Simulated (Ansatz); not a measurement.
Species: C6H11, charge -1, multiplicity 1. It need not be the lowest isomer of its formula. Whether it binds its extra electron was not tested at this geometry. 
Geometry from a B3LYP-D3(BJ)/def2-TZVP (Ansatz, a first-principles code) optimisation:
```
C
H 1 1.0889
C 1 1.3957 2 117.71
C 3 1.3910 1 127.48 2 1.75
H 4 1.0829 3 121.21 1 177.25
H 4 1.0856 5 117.33 3 177.90
C 1 1.4940 2 115.99 3 -173.48
H 7 1.0985 1 111.24 2 -156.70
H 7 1.1036 8 104.99 1 -119.71
C 3 1.5238 4 115.13 5 -1.99
H 10 1.0916 3 110.57 4 2.86
H 10 1.0956 11 107.93 3 -122.36
H 10 1.0958 11 107.96 12 -114.96
C 7 1.5491 8 107.02 9 -112.85
H 14 1.0933 7 110.34 8 -63.89
H 14 1.0941 15 107.19 7 119.91
H 14 1.1032 15 108.43 16 116.60
```
Charge -1, spin multiplicity 1.

Total electronic energies in hartree. Cores are frozen in the correlated levels unless marked. Spin-orbit coupling is left out. No relativistic terms. Basis-set limits of correlation are two-point, X^-3; Hartree-Fock from the larger set. [CCSD(T)-MP2]/basis is that difference in the basis named.

```json
[
 {"level": "HF/cc-pVDZ", "program": "Ansatz", "energy (Eh)": "-233.52832"},
 {"level": "HF/aug-cc-pVTZ", "program": "Ansatz", "energy (Eh)": "-233.60667"},
 {"level": "RI-HF/aug-cc-pVQZ", "program": "Ansatz", "energy (Eh)": "-233.62025"},
 {"level": "r2SCAN/def2-TZVPD", "program": "Ansatz", "energy (Eh)": "-235.14567"},
 {"level": "B3LYP/def2-TZVPD", "program": "Ansatz", "energy (Eh)": "-235.31170"},
 {"level": "BHLYP-D4/def2-TZVPD", "program": "Ansatz + dftd4", "energy (Eh)": "-235.14978"},
 {"level": "BHLYP/def2-TZVPD", "program": "Ansatz", "energy (Eh)": "-235.13403"},
 {"level": "r2SCAN0-D4/def2-TZVPD", "program": "Ansatz + dftd4", "energy (Eh)": "-235.12747"},
 {"level": "HSE06-D3(BJ)/def2-TZVPD", "program": "Ansatz + dftd3", "energy (Eh)": "-234.99409"},
 {"level": "CAM-B3LYP/def2-TZVPD", "program": "Ansatz", "energy (Eh)": "___"},
 {"level": "PBE-QIDH/def2-TZVPD", "program": "Ansatz", "energy (Eh)": "-234.95591"},
 {"level": "RI-MP2/aug-cc-pVTZ", "program": "Ansatz", "energy (Eh)": "-234.68326"},
 {"level": "CCSD/STO-3G", "program": "Ansatz", "energy (Eh)": "-230.99321"},
 {"level": "CCSD(T)/cc-pVTZ", "program": "Ansatz", "energy (Eh)": "-234.75710"},
 {"level": "RI-MP2/CBS(aug-cc-pVTZ,aug-cc-pVQZ)+[CCSD(T)-MP2]/aug-cc-pVTZ", "program": "Ansatz", "energy (Eh)": "-234.8925"}
]
```

Problem. What belongs in the gaps?

Solution. 
- CAM-B3LYP/def2-TZVPD, energy (Eh): -235.15325
